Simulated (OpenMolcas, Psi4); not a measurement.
C2H5AlO (SMILES [CH3][Al]1[CH2][O]1): methods side by side

C2H5AlO: 9 atoms, total charge 0, spin state singlet. SMILES: `[CH3][Al]1[CH2][O]1`. The coordinates come from a PBE0-D4/def2-TZVP relaxation.

| atom | x (Å) | y (Å) | z (Å) |
| --- | --- | --- | --- |
| C | -0.6709 | 1.3202 | -1.0815 |
| Al | 0.0513 | -0.0767 | 0.0442 |
| C | 0.6787 | -1.2802 | 1.3493 |
| O | 0.7893 | -1.6095 | -0.0979 |
| H | 0.0397 | 1.5750 | -1.8721 |
| H | -0.9002 | 2.2260 | -0.5175 |
| H | -1.5912 | 0.9768 | -1.5621 |
| H | 0.0385 | -1.9805 | 1.8877 |
| H | 1.6532 | -1.1974 | 1.8328 |

Quantity: the energy change with the C1–H6 bond stretched from 1.091 to 1.637 Å, in eV. The values are calculated.

```
                                           level                   kind     program  value (eV)
 SVWN5/6-31G* (spherical functions) (restricted)                    LDA        Psi4        1.93
   PBE/6-31G* (spherical functions) (restricted)                    GGA        Psi4        1.92
  TPSS/6-31G* (spherical functions) (restricted)               meta-GGA  OpenMolcas        1.96
r2SCAN/6-31G* (spherical functions) (restricted)               meta-GGA  OpenMolcas        2.02
 BHLYP/6-31G* (spherical functions) (restricted)          global hybrid  OpenMolcas        2.20
  PBE0/6-31G* (spherical functions) (restricted)          global hybrid  OpenMolcas        2.08
   MP2/6-31G* (spherical functions) (restricted)    perturbation theory  OpenMolcas        2.13
  CCSD/6-31G* (spherical functions) (restricted)  coupled cluster or CI        Psi4        1.98
```

The first shape isn't each level's own minimum. The values span 1.92 to 2.20 eV.
